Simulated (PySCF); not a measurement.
AgCl, charge +1, doublet, at a GFN2-xTB geometry (such geometries of metal compounds can be far from the true shape) (the multiplicity is a formal guess) (core potentials on Ag); B3LYP/def2-TZVP in PySCF.

Input for PySCF:
```python
from pyscf import gto, scf, dft

mol = gto.M(
    atom='''
Ag   -0.00000000   -0.00000000   -0.60768631
Cl    0.00000000    0.00000000    1.68007392
''',
    basis='def2-tzvp',
    ecp={'Ag': 'def2-tzvp'},
    charge=1,
    spin=1,
    verbose=4,
)

mf = dft.UKS(mol)
mf.xc = 'b3lyp'
mf.kernel()
mf.analyze()
```

Output, abridged:

```
PySCF version 2.14.0

[INPUT] verbose = 4
[INPUT] num. atoms = 2
[INPUT] num. electrons = 35
[INPUT] charge = 1
[INPUT] spin (= nelec alpha-beta = 2S) = 1
[INPUT] symmetry False subgroup None
[INPUT] Mole.unit = angstrom
[INPUT] Symbol           X                Y                Z      unit          X                Y                Z       unit  Magmom
[INPUT]  1 Ag     0.000000000000   0.000000000000  -0.607686310000 AA    0.000000000000   0.000000000000  -1.148360695548 Bohr   0.0
[INPUT]  2 Cl     0.000000000000   0.000000000000   1.680073920000 AA    0.000000000000   0.000000000000   3.174879577824 Bohr   0.0

nuclear repulsion = 74.7124794310984
number of shells = 27
number of NR pGTOs = 128
number of NR cGTOs = 77
basis = def2-tzvp
ecp = {'Ag': 'def2-tzvp'}

******** <class 'pyscf.dft.uks.UKS'> ********
method = UKS
initial guess = minao
damping factor = 0
level_shift factor = 0
DIIS = <class 'pyscf.scf.diis.CDIIS'>
diis_start_cycle = 1
diis_space = 8
diis_damp = 0
SCF conv_tol = 1e-09
SCF conv_tol_grad = None
SCF max_cycles = 50
direct_scf = True
direct_scf_tol = 1e-13
number electrons alpha = 18  beta = 17
XC library pyscf.dft.libxc version 7.1.2
    S. Lehtola, C. Steigemann, M. J. T. Oliveira, and M. A. L. Marques,  SoftwareX 7, 1–5 (2018)
XC functionals = b3lyp
    P. J. Stephens, F. J. Devlin, C. F. Chabalowski, and M. J. Frisch,  J. Phys. Chem. 98, 11623 (1994)
radial grids:
    Treutler-Ahlrichs [JCP 102, 346 (1995); DOI:10.1063/1.469408] (M4) radial grids

becke partition: Becke, JCP 88, 2547 (1988); DOI:10.1063/1.454033
pruning grids: <function nwchem_prune>
grids dens level: 3
symmetrized grids: False
atomic radii adjust function: <function treutler_atomic_radii_adjust>
small_rho_cutoff = 0
Set gradient conv threshold to 3.16228e-05
tot grids = 41320
init E= -596.517915421135

cycle= 1 E= -605.13974474195  delta_E= -8.62  |g|= 2.35  |ddm|= 3.76
cycle= 2 E= -580.089099018394  delta_E= 25.1  |g|= 5.88  |ddm|= 5.98
cycle= 3 E= -606.360886129615  delta_E= -26.3  |g|= 0.848  |ddm|= 5.59

cycle= 4 E= -606.126630410673  delta_E= 0.234  |g|= 1.15  |ddm|= 2.26
cycle= 5 E= -606.649154491443  delta_E= -0.523  |g|= 0.572  |ddm|= 0.708
cycle= 6 E= -606.864705811097  delta_E= -0.216  |g|= 0.374  |ddm|= 0.943
cycle= 7 E= -606.915008774765  delta_E= -0.0503  |g|= 0.179  |ddm|= 0.227
cycle= 8 E= -606.930171096221  delta_E= -0.0152  |g|= 0.053  |ddm|= 0.14
cycle= 9 E= -606.931817554153  delta_E= -0.00165  |g|= 0.0127  |ddm|= 0.0694
cycle= 10 E= -606.931869638504  delta_E= -5.21e-05  |g|= 0.00659  |ddm|= 0.00926
cycle= 11 E= -606.931892657859  delta_E= -2.3e-05  |g|= 0.00164  |ddm|= 0.00662
cycle= 12 E= -606.931894010361  delta_E= -1.35e-06  |g|= 0.00028  |ddm|= 0.00201
cycle= 13 E= -606.931894047834  delta_E= -3.75e-08  |g|= 5.09e-05  |ddm|= 0.000385
cycle= 14 E= -606.931894048772  delta_E= -9.37e-10  |g|= 1.01e-05  |ddm|= 4.63e-05
Extra cycle  E= -606.931894048735  delta_E= 3.66e-11  |g|= 1.61e-05  |ddm|= 1.72e-05
converged SCF energy = -606.931894048735  <S^2> = 0.75383326  2S+1 = 2.0038296
**** SCF Summaries ****
Total Energy =                        -606.931894048735103
Nuclear Repulsion Energy =              74.712479431098416
One-electron Energy =                -1035.810372295999969
Two-electron Energy =                  354.165998816166507
Two-electron Coulomb Energy =          396.381043961303646
DFT Exchange-Correlation Energy =      -42.215045145137161
**** MO energy ****
                             alpha | beta                alpha | beta
MO #1   energy= -101.82478704277   | -101.817628320603  occ= 1 | 1
MO #2   energy= -9.75201601780591  | -9.74569308105522  occ= 1 | 1
MO #3   energy= -7.52282196994222  | -7.50131567000446  occ= 1 | 1
MO #4   energy= -7.50523809867841  | -7.50107325255213  occ= 1 | 1
MO #5   energy= -7.50132926061888  | -7.49738788615328  occ= 1 | 1
MO #6   energy= -4.02864119078869  | -4.02356654605573  occ= 1 | 1
MO #7   energy= -2.62754861760303  | -2.62027473854544  occ= 1 | 1
MO #8   energy= -2.62353350765287  | -2.61615024625794  occ= 1 | 1
MO #9   energy= -2.61535594786192  | -2.61371790188575  occ= 1 | 1
MO #10  energy= -1.09665215628074  | -1.04915551416018  occ= 1 | 1
MO #11  energy= -0.678821410725987 | -0.670197531613465 occ= 1 | 1
MO #12  energy= -0.664030611556517 | -0.634488195212373 occ= 1 | 1
MO #13  energy= -0.638986249139336 | -0.622312140872144 occ= 1 | 1
MO #14  energy= -0.616170992494951 | -0.613991713616798 occ= 1 | 1
MO #15  energy= -0.616117481154898 | -0.613949109657532 occ= 1 | 1
MO #16  energy= -0.6051438596985   | -0.56022162804907  occ= 1 | 1
MO #17  energy= -0.571928876377318 | -0.559555529890411 occ= 1 | 1
MO #18  energy= -0.566616689429969 | -0.475056543084718 occ= 1 | 0
MO #19  energy= -0.340997573143497 | -0.338450657107515 occ= 0 | 0
MO #20  energy= -0.202588380780253 | -0.198728805500497 occ= 0 | 0
MO #21  energy= -0.197509198138362 | -0.197648328667252 occ= 0 | 0
MO #22  energy= -0.148833803644412 | -0.146260502116997 occ= 0 | 0
MO #23  energy= -0.0831016272418723 | -0.0808772741976216 occ= 0 | 0
MO #24  energy= -0.00875041369979851 | -0.00443004538306871 occ= 0 | 0
MO #25  energy= -0.00309231672951227 | -0.00308851648795699 occ= 0 | 0
MO #26  energy= 0.0101778796573387 | 0.0159531469911127 occ= 0 | 0

spin_pop of  0 Ag 4s       -0.00001
spin_pop of  0 Ag 5s       -0.01422
spin_pop of  0 Ag 6s       -0.00081
spin_pop of  0 Ag 7s       -0.00022
spin_pop of  0 Ag 8s       -0.00029
spin_pop of  0 Ag 9s       -0.00015
spin_pop of  0 Ag 4px       0.00040
spin_pop of  0 Ag 4py       0.00014
spin_pop of  0 Ag 4pz       0.00039
spin_pop of  0 Ag 5px      -0.00005
spin_pop of  0 Ag 5py      -0.00003
spin_pop of  0 Ag 5pz      -0.00003
spin_pop of  0 Ag 6px      -0.00001
spin_pop of  0 Ag 6py      -0.00037
spin_pop of  0 Ag 6pz      -0.00005
spin_pop of  0 Ag 7px      -0.00058
spin_pop of  0 Ag 7py      -0.00007
spin_pop of  0 Ag 7pz      -0.00007
spin_pop of  0 Ag 4dxy      0.04626
spin_pop of  0 Ag 4dyz      0.00173
spin_pop of  0 Ag 4dz^2     0.00854
spin_pop of  0 Ag 4dxz      0.00092
spin_pop of  0 Ag 4dx2-y2   -0.00010
spin_pop of  0 Ag 5dxy      0.04681
spin_pop of  0 Ag 5dyz      0.00122
spin_pop of  0 Ag 5dz^2     0.00784
spin_pop of  0 Ag 5dxz     -0.00014
spin_pop of  0 Ag 5dx2-y2    0.00011
spin_pop of  0 Ag 6dxy      0.00533
spin_pop of  0 Ag 6dyz     -0.00004
spin_pop of  0 Ag 6dz^2     0.00037
spin_pop of  0 Ag 6dxz     -0.00080
spin_pop of  0 Ag 6dx2-y2   -0.00003
spin_pop of  0 Ag 4f-3      0.00000
spin_pop of  0 Ag 4f-2      0.00000
spin_pop of  0 Ag 4f-1      0.00002
spin_pop of  0 Ag 4f+0      0.00000
spin_pop of  0 Ag 4f+1      0.00000
spin_pop of  0 Ag 4f+2      0.00000
spin_pop of  0 Ag 4f+3      0.00000
spin_pop of  1 Cl 1s       -0.00000
spin_pop of  1 Cl 2s       -0.00000
spin_pop of  1 Cl 3s        0.00150
spin_pop of  1 Cl 4s        0.00013
spin_pop of  1 Cl 5s       -0.00000
spin_pop of  1 Cl 2px       0.00001
spin_pop of  1 Cl 2py       0.00004
spin_pop of  1 Cl 2pz       0.00000
spin_pop of  1 Cl 3px       0.12806
spin_pop of  1 Cl 3py       0.75409
spin_pop of  1 Cl 3pz       0.01005
spin_pop of  1 Cl 4px       0.00079
spin_pop of  1 Cl 4py       0.00249
spin_pop of  1 Cl 4pz       0.00039
spin_pop of  1 Cl 5px       0.00000
spin_pop of  1 Cl 5py       0.00001
spin_pop of  1 Cl 5pz      -0.00002
spin_pop of  1 Cl 6px      -0.00000
spin_pop of  1 Cl 6py       0.00000
spin_pop of  1 Cl 6pz      -0.00000
spin_pop of  1 Cl 3dxy      0.00034
spin_pop of  1 Cl 3dyz     -0.00041
spin_pop of  1 Cl 3dz^2     0.00035
spin_pop of  1 Cl 3dxz     -0.00010
spin_pop of  1 Cl 3dx2-y2    0.00035
spin_pop of  1 Cl 4dxy      0.00000
spin_pop of  1 Cl 4dyz     -0.00017
spin_pop of  1 Cl 4dz^2    -0.00000
spin_pop of  1 Cl 4dxz     -0.00005
spin_pop of  1 Cl 4dx2-y2    0.00000
spin_pop of  1 Cl 4f-3      0.00012
spin_pop of  1 Cl 4f-2      0.00004
spin_pop of  1 Cl 4f-1     -0.00007
spin_pop of  1 Cl 4f+0     -0.00010
spin_pop of  1 Cl 4f+1     -0.00004
spin_pop of  1 Cl 4f+2      0.00004
spin_pop of  1 Cl 4f+3      0.00012
In total            18.00000 | 17.00000

WARN: System has nonzero charge 1; the dipole moment is origin-dependent.
Location of origin: [0. 0. 0.]

Dipole moment(X, Y, Z, Debye): -0.00000, -0.00000, -1.12436
```
